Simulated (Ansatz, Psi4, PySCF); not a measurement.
Noncovalent pair: CH4 (SMILES C) (first 5 atoms) with H2S (SMILES S); geometry from B3LYP-D3(BJ)/def2-TZVP, rigid monomers moved along the line of their centres of mass till C1···H8 is 2.72 Å.
(charge 0, multiplicity 1):
```
atom    x (Å)    y (Å)    z (Å)
----  -------  -------  -------
C     -0.0080  -0.0567   0.1689
H     -0.8535   0.2177   0.7981
H     -0.2160   0.2255  -0.8621
H      0.8882   0.4591   0.5116
H      0.1503  -1.1334   0.2223
S      0.4007  -0.0848   3.8057
H      0.3380   1.0234   3.0511
H      0.4198  -0.8830   2.7271
```

Counterpoise-corrected where a basis set is named; no monomer relaxation. Rows marked so take none.

Correlated levels freeze the cores. Rows in 3-21G, 6-31G* carry no dispersion term and start afresh at each structure (6-31G* with six Cartesian d functions). MP2/6-31G* freezes PySCF's default core.

Run with Ansatz (Gaussian orbitals); Psi4 for SAPT; PySCF for 3-21G rows, 6-31G* rows, the dispersion terms. Values without a source in brackets are computed.

```json
[
 {"level": "HF/3-21G (no counterpoise)", "interaction energy (kJ/mol)": "4.4"},
 {"level": "PBE/def2-TZVPPD", "interaction energy (kJ/mol)": "1.5"},
 {"level": "PBE-D3(BJ)/def2-TZVPPD", "interaction energy (kJ/mol)": "-2.5"},
 {"level": "B3LYP/3-21G (no counterpoise)", "interaction energy (kJ/mol)": "1.4"},
 {"level": "B3LYP/6-31G* (no counterpoise)", "interaction energy (kJ/mol)": "___"},
 {"level": "B3LYP/def2-TZVPPD", "interaction energy (kJ/mol)": "4.7"},
 {"level": "PBE0-D3(BJ)/def2-TZVPPD", "interaction energy (kJ/mol)": "-2.2"},
 {"level": "MP2/6-31G*", "interaction energy (kJ/mol)": "4.0"},
 {"level": "SAPT0/jun-cc-pV(D+d)Z", "interaction energy (kJ/mol)": "1.7"}
]
```

Fill in the missing entries.


- B3LYP/6-31G* (no counterpoise), interaction energy (kJ/mol): 2.9

Ansatz is an electronic-structure program.
